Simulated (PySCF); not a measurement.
carbon tetrabromide (CBr4), singlet, at a GFN2-xTB geometry; DF-SVWN5/def2-SVP run with PySCF.

PySCF was given this input:
```python
from pyscf import gto, scf, dft

mol = gto.M(
    atom='''
Br    1.88985705   -0.40657397   -0.16942869
C    -0.00000000    0.00000000    0.00000000
Br   -0.29724605    1.87434458   -0.40502511
Br   -0.58108731   -0.36980271    1.81415315
Br   -1.01152370   -1.09796790   -1.23969935
''',
    basis='def2-svp',
    verbose=4,
    symmetry=True,
)

mf = dft.RKS(mol)
mf.xc = 'lda,vwn'
mf.irrep_nelec = {'A': 38, 'B1': 38, 'B2': 36, 'B3': 34}
mf = mf.density_fit(auxbasis='def2-universal-jkfit')
mf.kernel()
mf.analyze()
```

Output, abridged:

```
PySCF version 2.14.0

[INPUT] verbose = 4
[INPUT] num. atoms = 5
[INPUT] num. electrons = 146
[INPUT] charge = 0
[INPUT] spin (= nelec alpha-beta = 2S) = 0
[INPUT] symmetry True subgroup None
[INPUT] Mole.unit = angstrom
[INPUT] Symbol           X                Y                Z      unit          X                Y                Z       unit  Magmom
[...]
nuclear repulsion = 1456.4761060638
point group symmetry = Td, use subgroup D2
symmetry origin: [-4.53016537e-09  9.73346213e-17 -9.73346213e-17]
symmetry axis x: [ 0.39198979 -0.67145924 -0.62887717]
symmetry axis y: [ 0.71076345  0.65504866 -0.25637194]
symmetry axis z: [ 0.58408845 -0.34648773  0.73402107]
num. orbitals of irrep A = 37
num. orbitals of irrep B1 = 35
num. orbitals of irrep B2 = 35
num. orbitals of irrep B3 = 35
number of shells = 54
number of NR pGTOs = 320
number of NR cGTOs = 142
basis = def2-svp
ecp = {}

******** <class 'pyscf.df.df_jk.DFSymAdaptedRKS'> ********
method = DFSymAdaptedRKS
initial guess = minao
damping factor = 0
level_shift factor = 0
DIIS = <class 'pyscf.scf.diis.CDIIS'>
diis_start_cycle = 1
diis_space = 8
diis_damp = 0
SCF conv_tol = 1e-09
SCF conv_tol_grad = None
SCF max_cycles = 50
direct_scf = False
XC library pyscf.dft.libxc version 7.1.2
    S. Lehtola, C. Steigemann, M. J. T. Oliveira, and M. A. L. Marques,  SoftwareX 7, 1–5 (2018)
XC functionals = lda,vwn
    P. A. M. Dirac,  Math. Proc. Cambridge Philos. Soc. 26, 376 (1930)
    F. Bloch,  Z. Phys. 57, 545 (1929)
    S. H. Vosko, L. Wilk, and M. Nusair,  Can. J. Phys. 58, 1200 (1980)
radial grids:
    Treutler-Ahlrichs [JCP 102, 346 (1995); DOI:10.1063/1.469408] (M4) radial grids

becke partition: Becke, JCP 88, 2547 (1988); DOI:10.1063/1.454033
pruning grids: <function nwchem_prune>
grids dens level: 3
symmetrized grids: True
atomic radii adjust function: <function treutler_atomic_radii_adjust>
small_rho_cutoff = 0
Freeze 146 electrons in irreps ['A', 'B1', 'B2', 'B3']
    0 free electrons in irreps
Set gradient conv threshold to 3.16228e-05
Initial guess from minao.
tot grids = 95816
init E= -10315.1403214457
HOMO (B1) = -0.0567100573128529  LUMO (B3) = -0.28456182884858  gap/eV = -6.20016

WARN: A LUMO -0.11900282550045 < system HOMO -0.0567100573128529

WARN: B1 HOMO -0.0567100573128529 > system LUMO -0.28456182884858

WARN: B2 HOMO -0.284561735367365 > system LUMO -0.28456182884858

WARN: B2 LUMO -0.0567101376883223 < system HOMO -0.0567100573128529

[...]
HOMO (B1) = -0.0206625933320019  LUMO (B3) = -0.271386563926385  gap/eV = -6.82255

WARN: A LUMO -0.0945912895522305 < system HOMO -0.0206625933320019

WARN: B1 HOMO -0.0206625933320019 > system LUMO -0.271386563926385

WARN: B2 HOMO -0.25975061975722 > system LUMO -0.271386563926385

WARN: B2 LUMO -0.0312027701155952 < system HOMO -0.0206625933320019

WARN: B3 LUMO -0.271386563926385 < system HOMO -0.0206625933320019

cycle= 8 E= -10318.4729272758  delta_E= -2.07e-08  |g|= 5.37e-05  |ddm|= 0.00112
HOMO (B1) = -0.0206636467012826  LUMO (B3) = -0.271386492923629  gap/eV = -6.82252

WARN: A LUMO -0.0945919913577913 < system HOMO -0.0206636467012826

WARN: B1 HOMO -0.0206636467012826 > system LUMO -0.271386492923629

WARN: B2 HOMO -0.259751068042791 > system LUMO -0.271386492923629

WARN: B2 LUMO -0.0312030443563955 < system HOMO -0.0206636467012826

WARN: B3 LUMO -0.271386492923629 < system HOMO -0.0206636467012826

cycle= 9 E= -10318.4729272768  delta_E= -9.79e-10  |g|= 7.48e-06  |ddm|= 0.000117
HOMO (B1) = -0.0206628423129587  LUMO (B3) = -0.271385719332323  gap/eV = -6.82252

WARN: A LUMO -0.0945911521807301 < system HOMO -0.0206628423129587

WARN: B1 HOMO -0.0206628423129587 > system LUMO -0.271385719332323

WARN: B2 HOMO -0.259750540722792 > system LUMO -0.271385719332323

WARN: B2 LUMO -0.0312021983908073 < system HOMO -0.0206628423129587

WARN: B3 LUMO -0.271385719332323 < system HOMO -0.0206628423129587

Extra cycle  E= -10318.4729272767  delta_E= 1.64e-11  |g|= 7.79e-06  |ddm|= 3.52e-05
converged SCF energy = -10318.4729272767
**** SCF Summaries ****
Total Energy =                      -10318.472927276745395
Nuclear Repulsion Energy =            1456.476106063801808
One-electron Energy =               -17283.816491629113443
Two-electron Energy =                 5508.867458288566922
Two-electron Coulomb Energy =         5864.928755561768412
DFT Exchange-Correlation Energy =     -356.061297273201376
HOMO-LUMO gap [eV] =                    -6.822516990618910
Wave-function symmetry = A
occupancy for each irrep:      A   B1   B2   B3
                              19   19   18   17
**** MO energy ****
[...]
 ** Mulliken pop on meta-lowdin orthogonal AOs  **
 ** Mulliken pop  **
 ** Mulliken atomic charges  **
charge of    0Br =      0.13445
charge of    1C =     -0.53781
charge of    2Br =      0.13445
charge of    3Br =      0.13445
charge of    4Br =      0.13445
Dipole moment(X, Y, Z, Debye):  0.00000, -0.00000,  0.00000
```
